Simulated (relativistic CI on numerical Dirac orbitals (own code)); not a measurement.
# Hyperfine structure of La16+, mass number 139

Method of calculation: Dirac-Coulomb-Breit CI, KLI orbitals optimised for each configuration, QED by a radiative potential, unscaled Slater integrals (own radial code, finite nucleus).

Configuration list (outside the closed core [Ar] 3d10): 4s2.4p6.4d5, 4s2.4p5.4d6, 4s2.4p6.4d4.4f, 4s2.4p6.4d4.5p, 4s2.4p6.4d3.4f.5s, 4p6.4d7, 4p5.4d8, 4s2.4p6.4d3.5s2, 4s2.4p6.4d2.4f.5s2, 4s2.4p6.4d2.5s2.5p. Double excitations out of closed p, d and f shells are left out; levels of such configurations are missing from the list, as are those of other unlisted configurations, and high levels can miss mixing partners.

Nuclear spin I = 7/2, μ = 2.7791 μN, Q = 0.206 b (tables of Stone and Pyykkö). The electronic factors are computed for point nuclear moments, without core polarisation or the Bohr-Weisskopf and QED corrections.

| Level | E (cm⁻¹) | A (MHz) | B (MHz) |
| --- | --- | --- | --- |
| 4s2.4p6.4d5 4G_7/2 | 56087.1 | 2626 | 756 |
| 4s2.4p6.4d5 4G_11/2 | 58459.6 | 2865 | -20.5 |
| 4s2.4p6.4d5 4G_9/2 | 61413.0 | 2652 | 586 |
| 4s2.4p6.4d5 4P_1/2 | 66832.2 | -556.6 |  |
| 4s2.4p6.4d5 4D_7/2 | 75225.1 | 2004 | 219 |
| 4s2.4p6.4d5 2I_11/2 | 84951.6 | 3173 | 79.2 |
| 4s2.4p6.4d5 4D_1/2 | 86132.1 | 5497 |  |

Levels with J = 0, under 50 % of one LS term, or S terms without an open s electron are left out. Small factors come from cancelling terms and can be off by tens of per cent or more.

At this charge energies of transitions that change n are usually good to better than 1 %, and those within a shell (Δn = 0) to a few per cent. Terms inside the open d or f shell come out 10 to 20 % too wide with unscaled integrals.

Task: Give the hyperfine levels of 4s2.4p6.4d5 4G_7/2 relative to its centre of gravity.

Result: With K = F(F + 1) − I(I + 1) − J(J + 1), E = AK/2 + B[¾K(K + 1) − I(I + 1)J(J + 1)]/[2I(2I − 1)J(2J − 1)]: F = 0: -40960, F = 1: -38410, F = 2: -33300, F = 3: -25590, F = 4: -15240, F = 5: -2182, F = 6: 13650, F = 7: 32360 MHz.

LS names give the leading component of a level, which can be under half, so a name can repeat, a term be missing and a line seem to break the LS rules.
